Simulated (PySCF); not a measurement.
Cl2H5NSi2, SMILES Cl[SiH2]N[SiH2]Cl.

Geometry: PBE0-D3(BJ)/def2-SVP. One conformer was computed; it need not be the lowest.

Level of theory: TDA-LC-ωPBE/def2-SVPD run with PySCF.

Vertical excitations. The molecule is in vacuum. State labels are in the subgroup C2.

```
state  symmetry  energy (eV)  λ (nm)      f                                                                   main pairs
-----  --------  -----------  ------  -----  ---------------------------------------------------------------------------
S1            B         7.70     161  0.031                                                               HOMO→LUMO 83 %
S2            B         8.16     152  0.142                                                             HOMO→LUMO+1 70 %
S3            A         8.35     148  0.019                      HOMO−2→LUMO+1 37 %, HOMO−1→LUMO+2 31 %, HOMO−2→LUMO 8 %
S4            B         8.36     148  0.044    HOMO−1→LUMO+1 37 %, HOMO−2→LUMO+2 23 %, HOMO−1→LUMO 14 %, HOMO→LUMO+1 6 %
S5            B         8.59     144  0.005                      HOMO−1→LUMO 45 %, HOMO−1→LUMO+3 14 %, HOMO−2→LUMO+7 9 %
S6            A         8.70     143  0.010    HOMO−2→LUMO 41 %, HOMO−1→LUMO+7 11 %, HOMO−2→LUMO+3 10 %, HOMO→LUMO+2 7 %
S7            A         8.74     142  0.017                                           HOMO→LUMO+2 52 %, HOMO−2→LUMO 10 %
S8            B         8.85     140  0.043                    HOMO−3→LUMO+1 40 %, HOMO−4→LUMO+2 23 %, HOMO−3→LUMO+3 8 %
S9            A         8.94     139  0.005    HOMO−3→LUMO+2 32 %, HOMO−4→LUMO+1 24 %, HOMO→LUMO+2 11 %, HOMO−4→LUMO 5 %
S10           B         9.00     138  0.166       HOMO→LUMO+6 32 %, HOMO→LUMO+3 24 %, HOMO→LUMO+14 7 %, HOMO→LUMO+12 7 %
T1            B         7.16     173      0                                             HOMO→LUMO 69 %, HOMO→LUMO+1 11 %
T2            B         7.68     161      0    HOMO→LUMO+1 46 %, HOMO−1→LUMO+1 12 %, HOMO−2→LUMO+2 11 %, HOMO→LUMO+3 8 %
T3            A         7.79     159      0   HOMO−2→LUMO+1 36 %, HOMO−1→LUMO+2 29 %, HOMO−2→LUMO+3 7 %, HOMO→LUMO+2 6 %
T4            B         7.85     158      0  HOMO−1→LUMO+1 31 %, HOMO→LUMO+1 20 %, HOMO−2→LUMO+2 19 %, HOMO−1→LUMO+3 5 %
```
Triplets are in the Tamm–Dancoff approximation.
